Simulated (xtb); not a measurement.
hexanethiol (C₆H₁₄S), singlet, at a GFN2-xTB geometry. Base run: xtb with GFN2-xTB.

Input for xtb:
```
$ xtb mol.xyz --gfn 2 --json

# file mol.xyz
21

C     -4.27231411     0.31146578    -0.49971612
C     -2.87333417     0.82335084    -0.81956104
C     -1.79526299     0.00609202    -0.11170355
C     -0.39047006     0.51335646    -0.42756318
C      0.68205977    -0.30864411     0.28369885
C      2.07610922     0.20295892    -0.03621755
S      3.32341482    -0.81950689     0.84333532
H     -4.38037944    -0.72442039    -0.81380716
H     -5.02454415     0.90601275    -1.01276596
H     -4.46278088     0.36541094     0.56995850
H     -2.70863832     0.77961234    -1.89867809
H     -2.79103017     1.86931681    -0.51507351
H     -1.87781643    -1.03982318    -0.41606167
H     -1.96019477     0.04970257     0.96731599
H     -0.22370169     0.46937227    -1.50673448
H     -0.30612076     1.55943677    -0.12267275
H      0.60624953    -1.35514463    -0.02030705
H      0.52383376    -0.26512387     1.36369914
H      2.19990703     1.23440026     0.29484733
H      2.28322793     0.13240834    -1.10435871
H      4.38662521    -0.16053018     0.38764877
```

Variants of this job, named by their change:

```tsv
change	ΔE vs base (kcal/mol)	HOMO-LUMO gap (eV)	dipole (D)	G_solv (kcal/mol)	SCF cycles
base	0.000	4.48	2.42	-	11
acc = 0.0001	0.000	4.48	2.42	-	18
alpb = chcl3	-7.64	4.53	2.60	-7.81	11
etemp = 10000	-7.62	4.62	3.39	-	11
acc = 1000	0.013	4.48	2.40	-	5
etemp = 5000	-0.225	4.50	2.43	-	11
alpb = dmso	-8.16	4.52	2.57	-8.46	11
acc = 0.1	0.000	4.48	2.42	-	12
```

ALPB and GBSA are two models with their own fitted parameters for each solvent, which aren't always the measured dielectric constant.
